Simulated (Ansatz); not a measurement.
Geometry optimisation, RKS PBE/def2-SVP (Ansatz 0.2.0).

The input (input.yaml):

```yaml
crystal:
  periodic: [false, false, false]
  atoms:
    - { symbol: Zr, position_ang: [-0.432426, -0.154488, -0.483699] }
    - { symbol: Cl, position_ang: [-0.218365, 1.018871, 3.034674] }
    - { symbol: F, position_ang: [1.262667, -0.834464, 0.077512] }
    - { symbol: F, position_ang: [-0.412299, 1.737965, -0.753165] }
    - { symbol: F, position_ang: [-0.82861, -0.912062, -2.188386] }
    - { symbol: O, position_ang: [-1.916056, -0.716608, 0.776473] }
    - { symbol: H, position_ang: [-2.84615, -0.989134, 0.706921] }
    - { symbol: H, position_ang: [-1.222762, 0.22022, 2.64697] }
basis:
  gaussian: { orbitals: def2-SVP }
hamiltonian:
  xc: pbe
relax:
  f_tol: 0.03
  max_steps: 50
output:
  orbitals: {}
```

Command:

```bash
$ ansatz run input.yaml --threads 4 --pin off --max-ram 5120MiB --backend cpu --events-out ev --progress --plain --runs-dir out
```

Where does it end, and by what steps?

The run converged. After 30 steps the energy has fallen by 0.977 eV; F5 moved furthest, 1.54 Å. Parted: Cl2–H8 (1.34 → 2.66 Å). Joined: Zr1–Cl2 (3.72 → 2.41 Å), O6–H8 (2.20 → 0.98 Å).

| step | energy less start (eV) | largest force component (eV/Å) | accepted |
| --- | --- | --- | --- |
| 0 | 0.0000 | 1.013 | yes |
| 2 | -0.1506 | 0.391 | yes |
| 4 | -0.1807 | 0.205 | yes |
| 6 | -0.1921 | 0.143 | yes |
| 8 | -0.1955 | 0.478 | yes |
| 10 | -0.3066 | 0.800 | yes |
| 12 | -0.6357 | 2.392 | yes |
| 14 | -0.7556 | 1.655 | no |
| 16 | -0.8503 | 0.187 | yes |
| 18 | -0.8592 | 0.141 | yes |
| 20 | -0.8641 | 0.074 | yes |
| 22 | -0.8848 | 0.427 | yes |
| 24 | -0.9400 | 0.588 | yes |
| 26 | -0.9682 | 0.321 | yes |
| 28 | -0.9768 | 0.082 | yes |
| 30 | -0.9774 | 0.014 | yes |

```xyz
8
Properties=species:S:1:pos:R:3
Zr -0.036 0.059 0.069
Cl 0.283 0.135 2.455
F 1.782 -0.142 -0.478
F -0.516 1.713 -0.756
F -0.773 -1.511 -0.768
O -2.290 -0.023 0.869
H -2.766 -0.827 0.579
H -2.300 -0.034 1.848
```

Whether the end is a true minimum wasn't checked by a vibrational analysis.

Run time: 77 s on 4 threads of Arm Neoverse N1 (shared host), peak memory 0.17 GiB.
